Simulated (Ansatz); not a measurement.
The same molecule with X = Si, Ge, Sn. Ansatz, PBE0-D4/def2-TZVP geometries, multiplicity 1.

Elements past krypton have def2 core potentials. Scalar relativity is left out up to krypton.

```csv
X,molecule,mean X–F bond length / Å,mean X–I bond length / Å,HOMO energy (PBE/def2-TZVPP) / eV,HOMO–LUMO gap (PBE/def2-TZVPP) / eV,LUMO energy (PBE/def2-TZVPP) / eV
Ge,`[F][Ge]([F])([F])[I]`,1.705,2.443,-7.71,4.43,-3.28
Sn,`[F][Sn]([F])([F])[I]`,1.888,2.606,-7.86,3.52,-4.34
```

Q: Give the row for X = Si, `F[Si](F)(F)I`. (An estimate is asked.)

A: Ansatz gave: 
| X | molecule | mean X–F bond length / Å | mean X–I bond length / Å | HOMO energy (PBE/def2-TZVPP) / eV | HOMO–LUMO gap (PBE/def2-TZVPP) / eV | LUMO energy (PBE/def2-TZVPP) / eV |
| --- | --- | --- | --- | --- | --- | --- |
| Si | `F[Si](F)(F)I` | 1.570 | 2.383 | -7.40 | 5.74 | -1.66 |

From Si to Sn the mean X–F bond length rises at each step, by 0.318 Å in all; the mean X–I bond length rises at each step, by 0.223 Å in all; the HOMO energy (PBE/def2-TZVPP) falls at each step, by 0.46 eV in all; the HOMO–LUMO gap (PBE/def2-TZVPP) falls at each step, by 2.22 eV in all; the LUMO energy (PBE/def2-TZVPP) falls at each step, by 2.68 eV in all. Bonds lengthen as the atom grows down the group.

Spin–orbit coupling is left out; it splits and shifts lone-pair levels of the heavy atoms by tenths of an eV.
